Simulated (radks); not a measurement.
The iodine anion I- inside a hard spherical wall (all orbitals vanish at R), configuration held at [Xe] and not refilled when levels cross. Method: scalar-relativistic Kohn-Sham, PBEsol, spin-polarised, spherical densities, point nucleus; computed with a radial shooting solver on a logarithmic mesh with Libxc functionals. Eigenvalues in eV for spin up, with the zero of energy where the potential of the charges vanishes at infinity; a dash marks a level that is unbound or too diffuse for the functional's potential to be trusted. A positive occupied level is held by the wall or, in an anion where self-interaction has pushed it up, behind a barrier. The pressure on the wall is -dE/dV.

R (bohr)	E (hartree)	kinetic (hartree)	e(4p)	e(4d)	e(5s)	e(5p)	e(6s, empty)	e(5d, empty)	pressure (GPa)
20	-7113.55304	7466.370	-119.51	-42.351	-9.930	-0.069	2.378	2.956	< 0.0001
12	-7113.55279	7466.372	-119.48	-42.316	-9.898	-0.040	3.692	5.305	0.00330
5	-7113.34267	7467.437	-114.75	-37.650	-6.187	3.824	18.745	15.928	24.1
4	-7112.78122	7469.856	-108.62	-31.675	-1.399	9.438	36.498	25.113	156
3	-7110.13248	7479.694	-93.573	-17.272	13.034	27.031	88.600	50.994	1440
2.5	-7105.44940	7495.902	-77.790	-2.246	33.082	51.181	154.32	83.649	5600
2	-7091.41170	7542.495	-46.991	28.216	85.243	111.73	301.22	157.78	28500
